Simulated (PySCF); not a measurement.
Compounds:

A. `InChI=1S/C7H12FN3/c1-7(2,3)5-11-6(8)4-9-10-11/h4H,5H2,1-3H3`
B. SMILES C=CNC(=O)/C=C/OC
C. `C=CCn1ncc(C)c1C`

Spectrum 1. 1H NMR (300 MHz, computed): δ 7.97 (d, 1H), 7.45 (m, 1H), 6.09 (br, 1H), 4.49 (d, 1H), 4.44 (m, 1H), 4.44 (m, 1H), 3.76 (s, 3H). 13C{1H} NMR (computed): δ 171.7 (CH), 163.8 (C), 137.2 (CH), 98.0 (CH), 93.2 (CH2), 56.8 (CH3).

Spectrum 2. 1H NMR (300 MHz, computed): δ 7.34 (m, 1H), 4.00 (s, 2H), 1.04 (s, 9H). 13C{1H} NMR (computed): δ 166.5 (C), 117.4 (CH), 58.2 (CH2), 35.9 (C), 28.6 (CH3).

Spectrum 3. 1H NMR (300 MHz, computed): δ 7.25 (s, 1H), 6.12 (m, 1H), 5.58 (m, 1H), 5.47 (m, 1H), 4.79 (d, 2H), 2.32 (s, 3H), 2.18 (s, 3H). 13C{1H} NMR (computed): δ 145.1 (CH), 142.0 (CH), 139.3 (C), 123.5 (CH2), 119.6 (C), 58.3 (CH2), 11.3 (CH3), 11.2 (CH3).

Gas phase, rapidly exchanging positions averaged, a single conformation, relativity neglected. PBE0/pcSseg-1 with gauge-including orbitals; geometry from GFN2-xTB; PySCF 2.14.0 with density-fitted response routines.

Scale: 1H, 13C vs TMS (reference shieldings calculated alike). Splittings of carbon signals by F and P are missing where no couplings were computed. Where no couplings were computed, multiplicities follow the n + 1 count of equivalent neighbours, and m marks all less simple cases (inequivalent or close neighbours, rings, F or P nearby). Acid and N–H amide carbonyl carbons lie up to 10 ppm further downfield in solution (hydrogen bonding). Shifts are as computed. Against solution values, carbons near 30 ppm lie about +3 ppm off and those near 130 ppm about +5 ppm. Of 1211 compounds with measured shifts, 218 miss one by over three times the rms of a fit or turn the order of signals round; such compounds aren't used in these exercises. OH and NH positions are gas-phase values without hydrogen bonding to other molecules.

Problem. Match each spectrum to its structure.

Solution. 1–B, 2–A, 3–C.

- Spectrum 1 (B): 6 13C signals; δC 171.7 is an alkene carbon bearing oxygen; δC 163.8 is an amide carbonyl carbon.
- Spectrum 2 (A): 5 13C signals; δC 166.5 is an aromatic carbon bearing fluorine; δC 58.2 is an sp3 CH2 bonded to N.
- Spectrum 3 (C): 8 13C signals; δC 145.1 is an alkene CH; δC 142.0 is an aromatic CH next to a ring nitrogen.
